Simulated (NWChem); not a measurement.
System: AlClF$_{2}$; SMILES [F][Al]([F])[Cl]

Parts of the log:

```
             Northwest Computational Chemistry Package (NWChem) 7.3.0
             --------------------------------------------------------

 C2V symmetry detected

                             Geometry "geometry" -> ""
                             -------------------------

 Output coordinates in angstroms (scale by  1.889725989 to convert to a.u.)

  No.       Tag          Charge          X              Y              Z
 ---- ---------------- ---------- -------------- -------------- --------------
    1 Al                  13.0000     0.00000000     0.00000000     0.41825890
    2 F                    9.0000     0.00000000    -1.41829300     1.25461990
    3 F                    9.0000     0.00000000     1.41829300     1.25461990
    4 Cl                  17.0000     0.00000000     0.00000000    -1.64826610

 Effective nuclear repulsion energy (a.u.)     197.0274091388

      Symmetry information
      --------------------

 Group name             C2v
 Group number             16
 Group order               4
 No. of unique centers     3

  perdew91 is a nonlocal functional; adding pw91lda local functional.

                                 NWChem DFT Module
                                 -----------------

 Summary of "ao basis" -> "ao basis" (spherical)
 ------------------------------------------------------------------------------
       Tag                 Description            Shells   Functions and Types
 ---------------- ------------------------------  ------  ---------------------
 Al                          6-31g*                  8       18   4s3p1d
 F                           6-31g*                  6       14   3s2p1d
 Cl                          6-31g*                  8       18   4s3p1d

      Symmetry analysis of basis
      --------------------------

        a1         28
        a2          6
        b1         12
        b2         18

            General Information
            -------------------
          SCF calculation type: DFT
          Wavefunction type:  closed shell.
          No. of atoms     :     4
          No. of electrons :    48
           Alpha electrons :    24
            Beta electrons :    24
          Charge           :     0
          Spin multiplicity:     1
          Use of symmetry is: on ; symmetry adaption is: on
          Maximum number of iterations: 150
          AO basis - number of functions:    64
                     number of shells:    28
          Convergence on energy requested:  1.00D-06
          Convergence on density requested:  1.00D-05
          Convergence on gradient requested:  5.00D-04

              XC Information
              --------------
                 Perdew 1991   Exchange Functional  1.000
                Perdew 1991 Correlation Functional  1.000 non-local
            Perdew 1991 LDA Correlation Functional  1.000 local

             Grid Information
             ----------------
          Grid used for XC integration:  medium
          Radial quadrature: Mura-Knowles
          Angular quadrature: Lebedev.
          Tag              B.-S. Rad. Rad. Pts. Rad. Cut. Ang. Pts.
          ---              ---------- --------- --------- ---------
          Al                  1.25       88           8.0       590
          F                   0.50       49           9.0       434
          Cl                  1.00       88           9.0       590
          Grid pruning is: on
          Number of quadrature shells:   225
          Spatial weights used:  Erf1

      Superposition of Atomic Density Guess
      -------------------------------------

 Sum of atomic energies:        -900.05389746

      Non-variational initial energy
      ------------------------------

 Total energy =    -900.347991
 1-e energy   =   -1642.321291
 2-e energy   =     544.945891
 HOMO         =      -0.471312
 LUMO         =      -0.058918

      Symmetry analysis of molecular orbitals - initial
      -------------------------------------------------

  Numbering of irreducible representations:

     1 a1          2 a2          3 b1          4 b2

  Orbital symmetries:

     1 a1          2 a1          3 a1          4 b2          5 a1
     6 a1          7 b2          8 b1          9 a1         10 b2
    11 a1         12 b1         13 a1         14 b2         15 a1
    16 a1         17 b2         18 a1         19 b1         20 a2
    21 b2         22 a1         23 b1         24 b2         25 a1
    26 b1         27 b2         28 a1         29 a1         30 b1
    31 b2         32 a1         33 a1         34 b1

     ---------------------------------------------
      Total Density - Mulliken Population Analysis
     ---------------------------------------------

    Atom       Charge   Shell Charges
 -----------   ------   -------------------------------------------------------
    1 Al  13    11.20   2.00  2.00  5.97  0.46  0.46  0.06  0.08  0.18
    2 F    9     9.71   2.00  0.95  3.51  1.02  2.23  0.01
    3 F    9     9.71   2.00  0.95  3.51  1.02  2.23  0.01
    4 Cl  17    17.37   2.00  2.00  5.98  1.37  3.69  0.55  1.77  0.01

   convergence    iter        energy       DeltaE   RMS-Dens  Diis-err
 ---------------- ----- ----------------- --------- --------- ---------
 d= 0,ls=0.0,diis     1   -902.2812777190 -1.10D+03  2.91D-02  9.99D-01
 d= 0,ls=0.0,diis     2   -901.9611044173  3.20D-01  1.72D-02  4.89D+00
 d= 0,ls=0.0,diis     3   -902.3899264094 -4.29D-01  3.48D-03  2.44D-02
 d= 0,ls=0.0,diis     4   -902.3907035878 -7.77D-04  1.88D-03  1.39D-02
 d= 0,ls=0.0,diis     5   -902.3928967501 -2.19D-03  2.57D-04  2.56D-04
  Resetting Diis
 d= 0,ls=0.0,diis     6   -902.3929346661 -3.79D-05  3.86D-05  8.84D-06
 d= 0,ls=0.0,diis     7   -902.3929357653 -1.10D-06  1.42D-05  4.19D-07
 d= 0,ls=0.0,diis     8   -902.3929357141  5.12D-08  8.27D-06  1.09D-06

         Total DFT energy =     -902.392935714110
      One electron energy =    -1644.642274863958
           Coulomb energy =      613.146796291868
    Exchange-Corr. energy =      -67.924866280781
 Nuclear repulsion energy =      197.027409138761

 Numeric. integr. density =       48.000002546068

                  Occupations of the irreducible representations
                  ----------------------------------------------

                     irrep           alpha         beta
                     --------     --------     --------
                     a1               12.0         12.0
                     a2                1.0          1.0
                     b1                4.0          4.0
                     b2                7.0          7.0

                       DFT Final Molecular Orbital Analysis
                       ------------------------------------

 Vector   22  Occ=2.000000D+00  E=-3.490827D-01  Symmetry=b2
              MO Center= -4.0D-15, -1.9D-13,  9.8D-01, r^2= 2.9D+00
   Bfn.  Coefficient  Atom+Function         Bfn.  Coefficient  Atom+Function
  ----- ------------  ---------------      ----- ------------  ---------------
    23      0.317506  2 F  pz                37     -0.317506  3 F  pz
    22      0.308737  2 F  py                36      0.308737  3 F  py
    27      0.232112  2 F  pz                41     -0.232112  3 F  pz
    26      0.201009  2 F  py                40      0.201009  3 F  py
    54      0.185996  4 Cl py                58      0.086983  4 Cl py

 Vector   23  Occ=2.000000D+00  E=-3.158252D-01  Symmetry=b1
              MO Center= -1.1D-15, -6.0D-15, -1.4D+00, r^2= 1.6D+00
   Bfn.  Coefficient  Atom+Function         Bfn.  Coefficient  Atom+Function
  ----- ------------  ---------------      ----- ------------  ---------------
    53      0.695179  4 Cl px                57      0.378054  4 Cl px
    49     -0.273731  4 Cl px                21     -0.100515  2 F  px
    35     -0.100515  3 F  px                 7      0.081685  1 Al px
    25     -0.073640  2 F  px                39     -0.073640  3 F  px
    17      0.067262  1 Al d  1               3     -0.032403  1 Al px

 Vector   24  Occ=2.000000D+00  E=-3.071620D-01  Symmetry=b2
              MO Center=  2.4D-16,  1.2D-15, -1.3D+00, r^2= 2.1D+00
   Bfn.  Coefficient  Atom+Function         Bfn.  Coefficient  Atom+Function
  ----- ------------  ---------------      ----- ------------  ---------------
    54      0.689134  4 Cl py                58      0.362093  4 Cl py
    50     -0.269914  4 Cl py                23     -0.154299  2 F  pz
    37      0.154299  3 F  pz                27     -0.110806  2 F  pz
    41      0.110806  3 F  pz                15     -0.054118  1 Al d -1
    22     -0.047373  2 F  py                36     -0.047373  3 F  py

 Vector   25  Occ=0.000000D+00  E=-8.555265D-02  Symmetry=a1
              MO Center=  7.3D-15,  6.4D-15,  3.1D-01, r^2= 4.0D+00
   Bfn.  Coefficient  Atom+Function         Bfn.  Coefficient  Atom+Function
  ----- ------------  ---------------      ----- ------------  ---------------
    10      1.037010  1 Al s                  6      0.333584  1 Al s
    56     -0.323979  4 Cl s                 59     -0.297646  4 Cl pz
    55     -0.287771  4 Cl pz                24     -0.241713  2 F  s
    38     -0.241713  3 F  s                  2     -0.212785  1 Al s
    52     -0.183424  4 Cl s                 22     -0.143015  2 F  py

 Vector   26  Occ=0.000000D+00  E=-4.755849D-02  Symmetry=b1
              MO Center= -1.1D-15, -7.1D-16,  3.7D-01, r^2= 3.9D+00
   Bfn.  Coefficient  Atom+Function         Bfn.  Coefficient  Atom+Function
  ----- ------------  ---------------      ----- ------------  ---------------
     7      0.586696  1 Al px                11      0.581944  1 Al px
    53     -0.242100  4 Cl px                57     -0.207628  4 Cl px
    21     -0.198780  2 F  px                35     -0.198780  3 F  px
     3     -0.187579  1 Al px                25     -0.176315  2 F  px
    39     -0.176315  3 F  px                49      0.088891  4 Cl px

[...]
```

Level: PW91/6-31G* (spherical d). The geometry was optimised at PBE0/def2-SVP.

Q: Reconstruct the input file.

A: This is not unique; one that fits is the input that was run:
```
start job
memory heap 200 mb stack 900 mb global 1100 mb
geometry units angstroms noautoz
  Al     0.000000     0.000000     0.421126
  F      0.000000    -1.418293     1.257487
  F      0.000000     1.418293     1.257487
  Cl     0.000000     0.000000    -1.645399
end
basis spherical
  * library 6-31g*
end
dft
  xc xperdew91 perdew91
  iterations 150
  mulliken
end
task dft energy
```
